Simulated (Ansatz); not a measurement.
`[F][Al@-]1([Cl])[OH+][Al@-]([F])([Cl])[OH+]1`, relaxed with RKS PBE0-D4/def2-TZVP in the Gaussian-basis code of Ansatz from a GFN2-xTB geometry. The force threshold is 0.005 eV/Å; the program also tests the step.

Charge 0, multiplicity 1.

Start:

```xyz
10

F    -1.441    0.785   -1.891
Al   -0.089    0.966   -0.964
Cl    1.277    2.429   -1.199
O     0.619   -0.706   -0.768
Al    0.094   -0.963    0.965
F     1.452   -0.763    1.880
Cl   -1.255   -2.437    1.226
O    -0.631    0.701    0.762
H     1.112   -1.263   -1.369
H    -1.138    1.252    1.358
```

```tsv
step	energy (eV)	largest force (eV/Å)	largest move (Å)
1	-47795.1816	1.141	0.000
2	-47795.3396	0.288	0.097
3	-47795.3714	0.219	0.076
4	-47795.3783	0.130	0.031
5	-47795.3791	0.033	0.010
6	-47795.3792	0.005	0.003
7	-47795.3792	0.005	0.002
8	-47795.3792	0.005	0.007
9	-47795.3793	0.013	0.004
10	-47795.3794	0.017	0.022
11	-47795.3800	0.039	0.034
12	-47795.3813	0.121	0.045
13 (rejected)	-47795.3650	0.925	0.144
14	-47795.3860	0.101	0.072
15	-47795.3876	0.356	0.099
16	-47795.3914	0.134	0.011
17	-47795.3926	0.027	0.022
18	-47795.3930	0.027	0.030
19	-47795.3933	0.005	0.012
20	-47795.3933	0.001	0.003
```

End:

```xyz
10

F    -1.530    1.001   -1.874
Al   -0.148    0.957   -0.987
Cl    1.333    2.368   -1.391
O     0.558   -0.714   -0.778
Al    0.148   -0.957    0.987
F     1.530   -1.000    1.874
Cl   -1.332   -2.368    1.392
O    -0.558    0.714    0.777
H     1.334   -1.055   -1.224
H    -1.334    1.054    1.223
```

Run time 3.1 min (4 threads of an Arm Neoverse V1 on a shared host); peak host memory 1.2 GiB.
